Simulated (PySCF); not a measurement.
**How the method moves the HOMO and LUMO of `N#C[Si@@H]1CO[SiH2]O1`**

C₂H₅NO₂Si₂.
Cartesian coordinates in Å at the PBE0-D3(BJ)/def2-SVP level; atoms count from 1:
```
atom  x, y, z in Å
N1    -3.148    0.071    1.140
C2    -2.124    0.324    0.658
Si3   -0.507    0.704   -0.178
C4    -0.044   -0.676   -1.421
O5     1.145   -1.278   -0.935
Si6    1.787   -0.756    0.519
O7     0.745    0.506    0.901
H8    -0.601    2.091   -0.693
H9     0.127   -0.275   -2.435
H10   -0.846   -1.430   -1.503
H11    3.172   -0.253    0.340
H12    1.726   -1.817    1.557
```

Basis pcSseg-1 throughout (PySCF), one geometry. Isolated species at its PBE0-D3(BJ)/def2-SVP geometry, gas phase.

**Question.** How do the orbital energies, the gap and the dipole change with the method?

**Answer.** 
```tsv
method	kind	HOMO (eV)	LUMO (eV)	gap (eV)	μ (D)	SCF cycles
BLYP	GGA	-6.96	-1.97	4.99	3.15	17
PBE	GGA	-7.08	-2.15	4.93	3.16	17
OPBE	GGA	-7.08	-2.01	5.08	3.12	17
B97-2	global hybrid	-8.36	-1.24	7.12	3.19	14
mPW1PW91	global hybrid	-8.66	-1.23	7.43	3.21	14
BHandHLYP	global hybrid	-10.07	-0.19	9.88	3.23	13
wB97X-D	range-separated hybrid	-10.52	0.57	11.09	3.21	14
HF	Hartree–Fock	-12.26	2.36	14.63	3.29	12
```

The HOMO spans 5.30 eV, from BLYP down to HF, and the gap runs from 4.93 eV (PBE) to 14.63 eV (HF). Over the methods BLYP (0 %), PBE (0 %), OPBE (0 %), B97-2 (21 %), mPW1PW91 (25 %), BHandHLYP (50 %), HF (100 %), a straight line through the gap against the share of exact exchange rises by 0.96 eV for each 10 % (correlation coefficient 1.000). The dipole ranges from 3.12 D (OPBE) to 3.29 D (HF). This basis has no diffuse functions.
